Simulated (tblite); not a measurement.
Compound: C7H12BFO.
Atom-mapped SMILES: `[CH3:1][B:2]([CH3:3])[C:4]1=[CH:5][C@@H:6]([F:7])[CH2:8][O:9][CH2:10]1` (hydrogens: H11, H12, H13 on C1; H14, H15, H16 on C3; H17 on C5; H18 on C6; H19, H20 on C8; H21, H22 on C10)

Computed with GFN2-xTB (tblite), gas phase: L-BFGS steps from a force-field or distance-geometry start until the largest atomic force falls under 0.01 eV/Å.

Step 38: E = -846.4874 eV
```
atom  x, y, z in Å  |  force x, y, z in eV/Å
C1     -2.1644   -1.6157   -0.3746   -0.004   0.006   0.005
B2     -1.5637   -0.1829   -0.0996    0.039   0.019   0.002
C3     -2.4918    1.0623    0.1678   -0.020   0.019  -0.001
C4     -0.0087    0.0114   -0.0543    0.016  -0.010  -0.001
C5      0.8494   -0.9768   -0.3322   -0.013  -0.023  -0.006
C6      2.3356   -0.8198   -0.2640   -0.024  -0.001   0.010
F7      2.9376   -1.5191   -1.2971   -0.006   0.035   0.018
C8      2.7035    0.6652   -0.3395    0.008  -0.022  -0.003
O9      1.9457    1.3737    0.6047   -0.011   0.001  -0.043
C10     0.5629    1.3642    0.3061   -0.008  -0.012   0.011
H11    -1.8546   -1.9822   -1.3525   -0.004  -0.002   0.002
H12    -1.8010   -2.3454    0.3471    0.015   0.002   0.000
H13    -3.2504   -1.6491   -0.3470   -0.003   0.030  -0.005
H14    -3.5517    0.8689    0.0289   -0.013  -0.033  -0.020
H15    -2.2265    1.9114   -0.4596    0.006   0.008  -0.001
H16    -2.3635    1.4046    1.1949    0.002  -0.002   0.002
H17     0.5077   -1.9546   -0.6328   -0.010  -0.036  -0.006
H18     2.7206   -1.2662    0.6659    0.013   0.019  -0.021
H19     3.7535    0.8268   -0.0892    0.007   0.014  -0.002
H20     2.5141    1.0278   -1.3618   -0.003  -0.002   0.025
H21     0.0733    1.7586    1.1986    0.022   0.019   0.007
H22     0.3621    2.0563   -0.5312   -0.011  -0.029   0.027
```

Step 39: E = -846.4878 eV
```
atom  x, y, z in Å  |  force x, y, z in eV/Å
C1     -2.1646   -1.6150   -0.3743   -0.005   0.003   0.005
B2     -1.5629   -0.1823   -0.0998    0.026   0.012  -0.006
C3     -2.4914    1.0627    0.1659   -0.023   0.022  -0.001
C4     -0.0083    0.0118   -0.0538    0.023  -0.036   0.007
C5      0.8486   -0.9774   -0.3323    0.015  -0.022  -0.008
C6      2.3349   -0.8203   -0.2621    0.004   0.013   0.006
F7      2.9402   -1.5202   -1.2931   -0.017   0.024   0.020
C8      2.7025    0.6646   -0.3418    0.006  -0.011  -0.003
O9      1.9478    1.3742    0.6039   -0.020   0.001  -0.040
C10     0.5644    1.3631    0.3093   -0.020  -0.009   0.010
H11    -1.8557   -1.9817   -1.3527   -0.004  -0.001   0.010
H12    -1.8014   -2.3447    0.3477    0.016   0.004  -0.007
H13    -3.2507   -1.6485   -0.3463    0.004   0.035  -0.004
H14    -3.5510    0.8691    0.0241   -0.009  -0.030  -0.018
H15    -2.2246    1.9125   -0.4601    0.005   0.006   0.006
H16    -2.3653    1.4028    1.1942    0.000   0.003  -0.004
H17     0.5083   -1.9542   -0.6377   -0.019  -0.032   0.000
H18     2.7221   -1.2620    0.6694   -0.004   0.012  -0.026
H19     3.7535    0.8279   -0.0954   -0.002   0.008  -0.010
H20     2.5076    1.0257   -1.3636    0.006  -0.005   0.026
H21     0.0767    1.7558    1.2033    0.018   0.019   0.016
H22     0.3589    2.0556   -0.5261   -0.002  -0.016   0.020
```

Step 40: E = -846.4882 eV
```
atom  x, y, z in Å  |  force x, y, z in eV/Å
C1     -2.1644   -1.6144   -0.3740   -0.002   0.004   0.004
B2     -1.5617   -0.1814   -0.1005    0.002   0.003  -0.011
C3     -2.4909    1.0637    0.1639   -0.015   0.013  -0.003
C4     -0.0075    0.0115   -0.0533    0.019  -0.049   0.016
C5      0.8480   -0.9786   -0.3329    0.032  -0.019  -0.006
C6      2.3340   -0.8206   -0.2602    0.027   0.019  -0.002
F7      2.9427   -1.5215   -1.2880   -0.018   0.008   0.010
C8      2.7013    0.6639   -0.3445    0.001   0.007  -0.001
O9      1.9494    1.3749    0.6020   -0.019   0.006  -0.021
C10     0.5651    1.3617    0.3129   -0.023  -0.008   0.007
H11    -1.8564   -1.9816   -1.3527   -0.003   0.001   0.015
H12    -1.8009   -2.3440    0.3482    0.014   0.006  -0.011
H13    -3.2507   -1.6477   -0.3458    0.010   0.037  -0.002
H14    -3.5502    0.8697    0.0187   -0.001  -0.024  -0.015
H15    -2.2217    1.9141   -0.4604   -0.001   0.005   0.011
H16    -2.3667    1.4011    1.1934   -0.006   0.006  -0.009
H17     0.5084   -1.9544   -0.6427   -0.020  -0.023   0.006
H18     2.7227   -1.2571    0.6729   -0.015   0.002  -0.020
H19     3.7531    0.8292   -0.1023   -0.011   0.001  -0.014
H20     2.5008    1.0235   -1.3656    0.015  -0.007   0.015
H21     0.0806    1.7523    1.2094    0.013   0.013   0.020
H22     0.3546    2.0552   -0.5198    0.000  -0.003   0.009
```

Step 41: E = -846.4886 eV
```
atom  x, y, z in Å  |  force x, y, z in eV/Å
C1     -2.1641   -1.6138   -0.3737    0.003   0.007   0.003
B2     -1.5605   -0.1806   -0.1014   -0.017  -0.005  -0.011
C3     -2.4904    1.0648    0.1617   -0.002  -0.001  -0.005
C4     -0.0066    0.0104   -0.0527    0.007  -0.044   0.023
C5      0.8481   -0.9800   -0.3339    0.032  -0.014  -0.001
C6      2.3335   -0.8205   -0.2585    0.033   0.014  -0.010
F7      2.9451   -1.5235   -1.2822   -0.009  -0.008  -0.006
C8      2.6998    0.6635   -0.3476   -0.006   0.020   0.002
O9      1.9505    1.3756    0.5997   -0.011   0.013   0.002
C10     0.5652    1.3600    0.3167   -0.017  -0.009   0.004
H11    -1.8570   -1.9817   -1.3524   -0.002   0.002   0.014
H12    -1.7998   -2.3431    0.3485    0.010   0.008  -0.011
H13    -3.2504   -1.6467   -0.3452    0.010   0.035   0.001
H14    -3.5493    0.8705    0.0129    0.007  -0.016  -0.012
H15    -2.2181    1.9159   -0.4604   -0.007   0.007   0.013
H16    -2.3680    1.3996    1.1923   -0.012   0.008  -0.012
H17     0.5081   -1.9549   -0.6474   -0.012  -0.010   0.011
H18     2.7223   -1.2518    0.6765   -0.017  -0.008  -0.006
H19     3.7525    0.8305   -0.1099   -0.014  -0.002  -0.013
H20     2.4941    1.0213   -1.3677    0.020  -0.006  -0.003
H21     0.0845    1.7483    1.2163    0.007   0.004   0.017
H22     0.3502    2.0555   -0.5129   -0.003   0.004   0.001
```

**Question.** Estimate the geometry and energy of step 42. (The exact step hangs on the optimiser's Hessian estimate; all steps are aligned on step 41, rigid shifts and turns removed.)

**Answer.** E = -846.4889 eV, largest force 0.036 eV/Å
```
atom  x, y, z in Å  |  force x, y, z in eV/Å
C1     -2.1639   -1.6132   -0.3734    0.006   0.009   0.000
B2     -1.5597   -0.1800   -0.1025   -0.020  -0.008  -0.006
C3     -2.4900    1.0658    0.1596    0.009  -0.013  -0.008
C4     -0.0057    0.0087   -0.0518   -0.005  -0.025   0.026
C5      0.8488   -0.9814   -0.3348    0.018  -0.007   0.005
C6      2.3338   -0.8201   -0.2572    0.023   0.003  -0.014
F7      2.9473   -1.5258   -1.2770    0.004  -0.018  -0.021
C8      2.6983    0.6636   -0.3504   -0.010   0.024   0.002
O9      1.9513    1.3763    0.5978   -0.002   0.015   0.017
C10     0.5650    1.3583    0.3202   -0.007  -0.010   0.003
H11    -1.8576   -1.9818   -1.3519   -0.001   0.002   0.007
H12    -1.7988   -2.3423    0.3485    0.005   0.007  -0.007
H13    -3.2500   -1.6451   -0.3446    0.006   0.031   0.005
H14    -3.5484    0.8710    0.0074    0.011  -0.009  -0.009
H15    -2.2150    1.9176   -0.4601   -0.013   0.009   0.011
H16    -2.3694    1.3984    1.1911   -0.017   0.008  -0.012
H17     0.5076   -1.9553   -0.6514    0.001   0.000   0.015
H18     2.7214   -1.2470    0.6797   -0.012  -0.015   0.006
H19     3.7517    0.8317   -0.1174   -0.011   0.001  -0.009
H20     2.4882    1.0194   -1.3698    0.020  -0.002  -0.020
H21     0.0881    1.7445    1.2230    0.002  -0.005   0.012
H22     0.3464    2.0559   -0.5064   -0.008   0.003  -0.003
```

The energy changes by -0.0003 eV. The first-order estimate −F·Δx gives -0.0004 eV and the mean of the old and new forces, exact on a quadratic surface, -0.0003 eV. The step makes an angle of 80° with the force vector and moves no atom by more than 0.008 Å.

The cost below is that of the whole relaxation. On an Intel Xeon 6975P-C with one thread, on a shared host, this took 0.64 s of wall time.
